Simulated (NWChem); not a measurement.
System: CH$_{4}$OSn, singlet; SMILES C[O][SnH]

NWChem input:

```
start job
memory heap 200 mb stack 900 mb global 1100 mb
geometry units angstroms noautosym nocenter noautoz
  Sn    -0.026783    -0.628589     0.002021
  H     -1.773560    -0.185237    -0.002455
  O      0.574371     1.272859     0.001768
  C     -0.194286     2.433795     0.003016
  H      0.027520     3.044305     0.898525
  H      0.045346     3.057159    -0.878975
  H     -1.284515     2.235596    -0.009034
end
basis spherical
  * library def2-svpd
end
ecp
  Sn library def2-ecp
end
dft
  xc pbe0
  iterations 150
end
property
  response 1 0.0
end
task dft property
```

Low-valent species are run as closed-shell singlets; no triplet was tried in these runs. All runs use the structure optimised with PBE0/def2-SVP. No frequency run checked for a minimum. def2 effective core potentials on Sn; no spin-orbit coupling.

Static field.

Task: Predict the main results of this run. (PBE0/def2-SVPD with def2 effective core potentials on Sn.) Quantities: isotropic polarisability (bohr³); anisotropy (bohr³).

Result: 
```
Item                              Value
--------------------------------  -----
isotropic polarisability (bohr³)   62.8
anisotropy (bohr³)                 23.7
```
